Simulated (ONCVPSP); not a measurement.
# What one change does to a pseudopotential (technetium (Tc), ONCV)

```json
{
  "Element": "technetium (Tc)",
  "Generator": "ONCVPSP 4.0.1",
  "Type": "optimised norm-conserving Vanderbilt (ONCV)",
  "Functional": "PBE",
  "Relativity": "scalar-relativistic",
  "Frozen core": "[Ar] 3d10",
  "Valence charge": "15",
  "Reference configuration": "4s2 4p6 4d5 5s2",
  "Partial waves": "4s+5s: rc 1.50 bohr, ncon 4, nbas 7, qcut 8.4 1/bohr, 2 projectors; 4p: rc 1.90 bohr, ncon 4, nbas 8, qcut 5.6 1/bohr, 2 projectors, debl 3 Ha; 4d: rc 1.80 bohr, ncon 3, nbas 8, qcut 8.9 1/bohr, 3 projectors, debl 3.6 Ha",
  "Local potential": "polynomial inside 0.95 bohr (lpopt 2, dvloc0 -1 Ha)",
  "Core correction": "Teter function, fcfact 5.5, rcfact 1.6"
}
```

All-electron outer shells of the reference configuration (PBE, scalar-relativistic, ld1.x):

```csv
shell,level (eV),outermost node (bohr),outermost maximum (bohr)
3d,-249.88,–,0.31
4s,-73.38,0.50,0.95
4p,-45.34,0.51,1.03
4d,-6.66,0.50,1.27
5s,-5.04,1.28,2.72
```

Change: core correction Teter function, fcfact 5.5, rcfact 1.1.

Cutoffs: the cutoffs (Ha) at which the residual kinetic energy of the hardest occupied pseudo-wave falls to 1 and 0.1 mHa per electron; they do not see the model core or the augmentation charge, which bear on the density cutoff. Errors are all-electron minus pseudo energies relative to the spin-unpolarised reference configuration.

Task: What does the change do?

Result: The potential gets neither clearly harder nor softer (25 Ha and 29 Ha → 25 Ha and 29 Ha); of the 4 tests that both files solve, the error grows in 0 and shrinks in 3 by more than 15 % and 0.3 meV (median size 4.1 → 2.9 meV); neither file shows a bound ghost. A model core, the more so a compact one, raises the density cutoff, which this test does not measure.

| quantity | base | changed |
| --- | --- | --- |
| cutoff, loose | 25 Ha | 25 Ha |
| cutoff, tight | 29 Ha | 29 Ha |
| bound ghosts | none | none |
| GHOST(+) flags under 300 eV | s at 281.5 eV | s at 281.5 eV |
| error for 4s2 4p6 4d5 5s1, meV [ΔE 8.15 eV] | -1.6 | -1.4 |
| error for 4s2 4p6 4d5 5s0, meV [ΔE 23.01 eV] | -5.8 | -4.6 |
| error for 4s2 4p6 4d4 5s0, meV [ΔE 51.71 eV] | -4.4 | -2.7 |
| error for 4s2 4p6 4d6 5s1, meV [ΔE -0.94 eV] | -3.7 | -3.1 |
| s: phases at 1.53 bohr within 0.05 rad from the reference energy up to (Ha; the scan ends near 5) | to the end of the scan | to the end of the scan |
| p: phases at 1.93 bohr within 0.05 rad from the reference energy up to (Ha; the scan ends near 5) | to the end of the scan | to the end of the scan |
| d: phases at 1.83 bohr within 0.05 rad from the reference energy up to (Ha; the scan ends near 5) | to the end of the scan | to the end of the scan |
| rms error of d²Exc/dni dnj with the model core, mHa | 3.24 | 0.79 |
